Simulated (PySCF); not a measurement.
PySCF input file for F6P, SMILES F[P-](F)(F)(F)(F)F, charge -1, TPSSh-D3(BJ)/def2-SVPD. 

```python
import numpy as np
from pyscf import gto, scf, dft
import os
os.environ['JAX_PLATFORMS'] = 'cpu'
from ase import Atoms, units
from ase.calculators.calculator import Calculator, all_changes
from sella import Sella

mol = gto.M(
    atom='''
    F    -0.00000000   -1.62886864    0.00000000
    P    -0.00000000   -0.00000000   -0.00000000
    F     1.62886864    0.00000000   -0.00000000
    F    -1.62886864   -0.00000000    0.00000000
    F    -0.00000001   -0.00000000    1.62886864
    F     0.00000000    1.62886864   -0.00000000
    F     0.00000001    0.00000000   -1.62886864
    ''',
    basis='def2-SVPD',
    charge=-1,
    spin=0,
    max_memory=1600,
    verbose=3,
)
mf = dft.RKS(mol, xc='tpssh').density_fit(auxbasis='def2-universal-jkfit')
mf.disp = 'd3bj'
mf.grids.level = 4
mf.conv_tol = 1e-9
mf.max_cycle = 100
mf.kernel()
grad = mf.nuc_grad_method()
grad.grid_response = mol.nao <= 150
scan = grad.as_scanner()
scan.verbose = scan.base.verbose = 0
class SCF(Calculator):
    implemented_properties = ['energy', 'forces']
    def calculate(self, atoms=None, properties=None, system_changes=all_changes):
        super().calculate(atoms, properties, system_changes)
        e, g = scan(mol.set_geom_(self.atoms.positions, unit='Angstrom', inplace=False))
        assert scan.converged
        self.results = {'energy': float(e) * units.Hartree, 'forces': -np.asarray(g) * units.Hartree / units.Bohr}
atoms = Atoms(mol.elements, mol.atom_coords(unit='Angstrom'), calculator=SCF())
conv = Sella(atoms, order=0, internal=True, allow_fragments=True).run(fmax=0.002, steps=150)
mol_eq = mol.set_geom_(atoms.positions, unit='Angstrom', inplace=False)
print(mol_eq.tostring(format='xyz'))
mf.reset(mol_eq)
mf.verbose = 3
mf.kernel()
```

Output:

```
converged SCF energy = -940.159545382342
     Step          Energy         fmax         cmax       rtrust          rho
Sella   0   -25583.044314       0.7717       0.0000       0.1000       1.0000
Sella   1   -25583.092245       0.7717       0.0000       0.1000       0.9779
7
XYZ from PySCF
F           0.00000000       -1.65003979       -0.00000000
P          -0.00000000        0.00000000       -0.00000000
F           1.65003979        0.00000000        0.00000000
F          -1.65003979        0.00000000       -0.00000000
F          -0.00000001       -0.00000000        1.65003979
F           0.00000000        1.65003979       -0.00000000
F           0.00000001       -0.00000000       -1.65003979
converged SCF energy = -940.161306817932
```

The run converged.

Cost: roughly 2.7 core-minutes.
